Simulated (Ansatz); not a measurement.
The cluster Pd2O2⁻. The state is a doublet with charge -1. Geometry relaxed at r2SCAN-D4/def2-TZVPD.

```
atom   x (Å)   y (Å)   z (Å)
 Pd1   0.619  -0.114  -1.079
 Pd2  -0.619   0.114   1.079
  O3  -1.316  -0.209  -0.732
  O4   1.316   0.209   0.733
```

In the def2 sets Pd takes a core potential; there is no spin–orbit coupling. The structure comes from a short search, and lower isomers may exist.

Q: Estimate the harmonic wavenumbers at UKS r2SCAN-D4/def2-TZVPD (Ansatz, unscaled). Is this a minimum?

A: 244, 247, 270, 290, 507, 636 cm⁻¹. Yes, no mode is imaginary beyond noise. Zero-point energy 13.1 kJ/mol. Run time 2.9 min (2 threads of Arm Neoverse V2 on a shared host).
